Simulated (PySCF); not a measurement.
**Electronic structure of Fe¹¹⁺ (iron, charge +11) at the UHF level**

Configuration: [Ne] 3s2 3p3, high-spin 4S determinant. Computed with PySCF 2.14 in an uncontracted even-tempered set (17 s from 0.69 bohr⁻², ratio 2.5; 11 p from 0.9 bohr⁻², ratio 2.5; 5 d from 5 bohr⁻², ratio 2.7; 4 f from 7.5 bohr⁻², ratio 2.7), with no relativity, point nucleus.

| Property | Result |
| --- | --- |
| Total energy | -1213.457452 hartree |
| One-electron energy | -1502.2206 hartree |
| Hartree (Coulomb) energy | 334.6841 hartree |
| Exchange energy | -45.9210 hartree |
| Kinetic energy | 1213.44030 hartree |
| ⟨S²⟩ | 3.7504 |
| ⟨L²⟩ | 0.000 |
| Sum of ⟨r⟩ | 5.654 bohr |
| Sum of ⟨r²⟩ | 3.537 bohr² |
| Density at the nucleus (Gaussians lack the cusp) | 11800 bohr⁻³ |
| Spin density at the nucleus | 0.913 bohr⁻³ |

```
shell  electrons  mean orbital energy (eV)  rms radius, mean of both spins (bohr)
 1s α          1                   -7421.4                                 0.0684
 1s β          1                   -7417.2                                 0.0684
 2s α          1                   -1171.2                                  0.289
 2s β          1                   -1168.0                                  0.289
 2p α          3                   -1050.0                                  0.259
 2p β          3                   -1044.0                                  0.259
 3s α          1                   -370.53                                  0.769
 3s β          1                   -347.72                                  0.769
 3p α          3                   -328.05                                  0.770
```

Spin-orbit constants ζ (cm⁻¹) from the X2C one-electron operator on these orbitals (non-relativistic here): bare nucleus, nucleus screened by l(l+1)(2l+1)/3 electrons, and screened by the Breit-Pauli mean field of the electrons.

```
shell   bare  screened nucleus  mean field
   2p  69160             63840       61400
   3p  11920             11010       10560
```
